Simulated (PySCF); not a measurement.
BeBrH3Si. Atoms are numbered in the order given.

```xyz
6

Be     0.0000     0.0000     0.5342
Br     0.0000     0.0000    -1.4233
Si     0.0000     0.0000     2.7087
H     -1.1995    -0.6925     3.2521
H      0.0000     1.3851     3.2521
H      1.1995    -0.6925     3.2521
```

Geometry: ωB97X-D3(BJ)/def2-TZVP.

Computed with TDA-CAM-B3LYP/def2-SVPD (PySCF).

Vertical excitations; the highest root listed may be one member of a degenerate set. Isolated molecule, no solvent. State labels are in the subgroup Cs.

| state | symmetry | energy (eV) | λ (nm) | f | main pairs |
|---|---|---|---|---|---|
| S1 | A" | 5.97 | 208 | 0.060 | HOMO→LUMO (degenerate set) |
| S2 | A' | 5.97 | 208 | 0.060 | HOMO→LUMO+1 (degenerate set) |
| S3 | A" | 6.46 | 192 | 0.000 | HOMO−2→LUMO 48 %, HOMO−1→LUMO+1 48 % |
| S4 | A' | 6.54 | 190 | 0.000 | HOMO−1→LUMO, HOMO−2→LUMO+1 (degenerate set) |
| S5 | A" | 6.54 | 190 | 0.000 | HOMO−1→LUMO+1, HOMO−2→LUMO (degenerate set) |
| S6 | A' | 7.26 | 171 | 0.083 | HOMO→LUMO+2 71 %, HOMO→LUMO+3 11 % |
| S7 | A" | 7.54 | 164 | 0.000 | HOMO−3→LUMO 48 %, HOMO−4→LUMO+1 48 % |
| S8 | A' | 7.66 | 162 | 0.819 | HOMO−1→LUMO 37 %, HOMO−2→LUMO+1 37 %, HOMO→LUMO+2 10 %, HOMO→LUMO+3 6 % |
| S9 | A' | 7.77 | 159 | 0.094 | HOMO−2→LUMO+2 (degenerate set) |
| S10 | A" | 7.77 | 159 | 0.094 | HOMO−1→LUMO+2 (degenerate set) |
| T1 | A" | 4.72 | 263 | 0 | HOMO→LUMO (degenerate set) |
| T2 | A' | 4.72 | 263 | 0 | HOMO→LUMO+1 (degenerate set) |
| T3 | A' | 6.09 | 204 | 0 | HOMO−1→LUMO 46 %, HOMO−2→LUMO+1 46 % |
| T4 | A' | 6.26 | 198 | 0 | HOMO−2→LUMO+1 47 %, HOMO−1→LUMO 47 % |
Triplets are in the Tamm–Dancoff approximation.
